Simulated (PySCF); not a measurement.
Si(NH2)(SH) (H3NSSi), SMILES N[Si]S (connectivity only; charge and spin as stated), neutral, multiplicity 1.

Coordinates come from a r2SCAN-D4/def2-TZVP optimisation. Other conformers were not sampled.

These are TDA-M06-2X/def2-SVPD (PySCF) values and carry that method's errors.

Vertical excitations. The molecule is in vacuum. State labels are in the subgroup Cs.

Computed UV-visible absorptions:
| state | symmetry | energy (eV) | λ (nm) | f | main pairs |
|---|---|---|---|---|---|
| S1 | A" | 4.49 | 276 | 0.051 | HOMO→LUMO 96 % |
| S2 | A' | 5.41 | 229 | 0.006 | HOMO−1→LUMO 79 %, HOMO→LUMO+1 16 % |
| S3 | A' | 6.06 | 205 | 0.069 | HOMO→LUMO+2 50 %, HOMO→LUMO+1 34 % |
| S4 | A" | 6.14 | 202 | 0.000 | HOMO−1→LUMO+1 59 %, HOMO−1→LUMO+2 12 %, HOMO−1→LUMO+3 10 % |
| S5 | A' | 6.32 | 196 | 0.343 | HOMO→LUMO+1 46 %, HOMO→LUMO+2 29 %, HOMO−1→LUMO 7 % |
| S6 | A" | 6.58 | 188 | 0.051 | HOMO−1→LUMO+2 74 %, HOMO−1→LUMO+1 19 % |
| S7 | A' | 6.78 | 183 | 0.331 | HOMO→LUMO+3 45 %, HOMO−2→LUMO 17 %, HOMO→LUMO+2 12 %, HOMO→LUMO+4 8 % |
| S8 | A" | 7.13 | 174 | 0.000 | HOMO−1→LUMO+3 45 %, HOMO−2→LUMO+1 14 %, HOMO−1→LUMO+1 12 %, HOMO−1→LUMO+6 9 % |
| S9 | A' | 7.18 | 173 | 0.336 | HOMO−2→LUMO 51 %, HOMO→LUMO+3 28 %, HOMO→LUMO+4 8 % |
| S10 | A' | 7.40 | 168 | 0.007 | HOMO→LUMO+4 52 %, HOMO−2→LUMO 22 %, HOMO→LUMO+6 9 % |
| T1 | A" | 3.03 | 410 | 0 | HOMO→LUMO 97 % |
| T2 | A' | 4.56 | 272 | 0 | HOMO−1→LUMO 96 % |
| T3 | A' | 4.88 | 254 | 0 | HOMO→LUMO+1 68 % |
| T4 | A' | 5.61 | 221 | 0 | HOMO−2→LUMO 94 % |
Triplets are in the Tamm–Dancoff approximation.
